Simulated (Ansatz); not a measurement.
Zn2Cl6. Total charge 0; singlet. Geometry r2SCAN-D4/def2-SVP; atoms count from 1.

```xyz
8

Zn    0.006   -0.618    0.981
Zn    1.552   -0.086   -1.659
Cl   -2.120    0.546    1.583
Cl    2.565    0.310   -3.464
Cl    1.701    0.847    0.445
Cl   -3.000    1.995    0.284
Cl   -0.618   -1.384    2.926
Cl   -0.085   -1.610   -1.096
```

In the singlet, Cl3 and Cl6 lie 2.14 Å apart (atoms count from 1), so these atoms are partly bonded to each other. The structure comes from a short search, and lower isomers may exist.

Question: Estimate the Mulliken populations from the PBE0/def2-TZVP orbitals of Ansatz.

Answer: 
| atom | charge (e) | d electrons |
| --- | --- | --- |
| Zn1 | 0.59 | 10.14 |
| Zn2 | 0.59 | 10.10 |
| Cl3 | 0.09 | – |
| Cl4 | -0.34 | – |
| Cl5 | -0.28 | – |
| Cl6 | -0.07 | – |
| Cl7 | -0.30 | – |
| Cl8 | -0.28 | – |
Mulliken values depend strongly on the basis.

Question: And the Mayer bond orders between heavy atoms (over 0.3)?

Answer: Zn1–Cl3 0.31 (2.50 Å); Zn1–Cl5 0.58 (2.30 Å); Zn1–Cl7 0.88 (2.18 Å); Zn1–Cl8 0.58 (2.30 Å); Zn2–Cl4 1.08 (2.11 Å); Zn2–Cl5 0.61 (2.31 Å); Zn2–Cl8 0.61 (2.31 Å); Cl3–Cl6 0.95 (2.14 Å).
